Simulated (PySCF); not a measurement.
Electron correlation in N²⁺ (nitrogen, charge +2)

[He] 2s2 2p1, 2P determinant. Calculation: PySCF 2.14, in dyall-av2z (11s7p2d, 42 functions); no relativity, point nucleus. Frozen: 1s2; 3 electrons correlated; the 8 highest virtual orbitals of each spin left out.

| level | correlation energy (mhartree) |
| --- | --- |
| CCSD | -80.27 |
| (T) | -0.75 |
| CCSD(T) | -81.02 |
| CCSDT | -81.22 |

Diagnostics: T1 = 0.0069, D1 = 0.0132, largest double amplitude 0.138.

Problem. Is a single reference adequate?

Solution. Mostly. T1 lies below 0.03, but a double amplitude of this size points to a near-degeneracy that CCSD handles and MP2 describes poorly.
